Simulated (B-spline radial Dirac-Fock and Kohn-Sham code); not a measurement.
# W 4f7/2: cross section and angular parameters

System: atomic tungsten, configuration [Xe] 4f14 5d4 6s2; threshold 42.39 eV (orbital energy of the model). Calculated with a radial finite-basis atomic code, using Dirac-Hartree-Slater photoionisation with a Latter tail; cross sections with all multipoles, angular parameters from the dipole term and its interference with E2.

Input file task.json (cfg lists n, l and occupation; rrms is the nuclear radius in fm):

```json
{"items": [{
  "Z": 74,
  "q": 0,
  "cfg": [[1, 0, 2], [2, 0, 2], [2, 1, 6], [3, 0, 2], [3, 1, 6], [3, 2, 10], [4, 0, 2], [4, 1, 6], [4, 2, 10], [4, 3, 14], [5, 0, 2], [5, 1, 6], [5, 2, 4], [6, 0, 2]],
  "A": 184,
  "rrms": 5.3658,
  "do": "xps",
  "hv": [60, 64.1, 70.0, 80, 100, 110.0, 124.0, 167.0, 175.0, 265.0, 505.0, 623.0, 736.0, 754.0, 1000, 1500.0, 1590.0, 2000, 2130.0, 2220.0, 2480.0, 2730.0, 3030.0, 6250.0, 8047.8, 8600.0, 9251.7, 10300.0, 10800.0, 15000],
  "edges": {"K": 69525.0, "L1": 12100.0, "L2": 11544.0, "L3": 10207.0, "M1": 2820.0, "M2": 2575.0, "M3": 2281.0, "M4": 1872.0, "M5": 1809.0, "N1": 594.1, "N2": 490.4, "N3": 423.61, "N4": 255.9, "N5": 243.5, "O1": 75.6}
}]}
```

Launch: `python xray2_run.py task.json out`

For linearly polarised light dσ/dΩ = σ/(4π) [1 + β P₂(cos θ) + (δ + γ cos²θ) sin θ cos φ], with θ from the polarisation vector and φ the angle between the beam and the projection of the electron momentum on the plane normal to the polarisation.

```csv
hν (eV),σ (kb),β,γ,δ
60,512,1.401,-0.003,-0.001
64.1,542,1.571,0.002,0.000
70,641,1.582,0.006,0.002
80,926,1.238,0.007,0.005
100,1690,0.649,0.003,0.009
110,2100,0.500,0.002,0.010
124,2640,0.379,0.001,0.012
167,3560,0.282,0.000,0.015
175,?,?,?,?
265,3320,0.409,0.003,0.021
505,1350,0.736,0.023,0.036
623,857,0.834,0.041,0.042
736,573,0.902,0.065,0.049
754,539,0.911,0.069,0.050
1000,250,0.998,0.135,0.064
1500,72.6,1.054,0.297,0.091
1590,60.1,1.056,0.327,0.095
2000,27.9,1.048,0.459,0.116
2130,22.4,1.042,0.499,0.123
2220,19.4,1.037,0.526,0.127
2480,13.1,1.021,0.599,0.140
2730,9.26,1.003,0.665,0.152
3030,6.31,0.981,0.738,0.167
6250,0.371,0.777,1.238,0.320
8047.8,0.129,0.700,1.398,0.400
8600,0.0973,0.681,1.439,0.423
9251.7,0.0711,0.659,1.483,0.451
10300,0.0447,0.627,1.546,0.494
10800,0.0363,0.613,1.573,0.514
15000,0.00839,0.518,1.728,0.672
```

Task: Give the values at 175 eV.

Result: σ = 3640 kb, β = 0.285, γ = 0.000, δ = 0.016.
